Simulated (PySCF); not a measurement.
Compound: cyclopropyl cyanosilane, C₄H₇NSi.
SMILES with atom numbers: `[N:1]#[C:2][SiH2:3][CH:4]1[CH2:5][CH2:6]1`

Probes without a nucleus sit at each ring's centroid and 1 Å off its mean plane on both sides; NICS is minus the shielding there, NICSzz its component along the normal. Level: GIAO KT3/pcSseg-2 (PySCF, non-relativistic, gas phase) on the PBE0-D3(BJ)/def2-SVP geometry, one conformer.

Ring bond lengths (Å): C4–C5 1.511, C5–C6 1.491, C6–C4 1.511.

Q: What do the NICS probes read (ppm)?

A: 
```json
{"ring": "C4–C5–C6", "type": "3-membered carbocycle; formal bonds all single", "NICS(0)": "-44.4", "NICS(1), two faces": "-9.5 / -7.9", "NICS(1)zz, two faces": "-26.3 / -23.9", "rms pucker (Å)": "0.00", "centre to ring atoms, mean (Å)": "0.87"}
```

Q: What do they say, and how far can they be read as aromaticity?

A: 
- C4–C5–C6: mean NICS(1)zz -25.1 ppm, shielded. C4, C5, C6 have four or more neighbours, and the NICS criterion for π rings isn't applied. NICS(0) lies 36 ppm below the mean NICS(1).

Q: What field does 9.4 T along the ring normal induce along that normal at the first NICS(1) probe listed for ring C4–C5–C6, 1 Å off the ring?

A: NICSzz × B0 = -26.3 ppm × 9.4 T = -247 μT, against the applied field.

Q: How do the values depend on the level or the medium?

A: 
```
             level  NICS(0), C4–C5–C6  mean NICS(1)zz, C4–C5–C6
 KT3/pcSseg-2, gas              -44.4                     -25.1
PBE0/pcSseg-1, gas              -45.3                     -24.9
```

The geometry is the same throughout.

Conformer computed: `[N:1]#[C:2][SiH2:3][CH:4]1[CH2:5][CH2:6]1`: C2–Si3–C4–C5 38°.
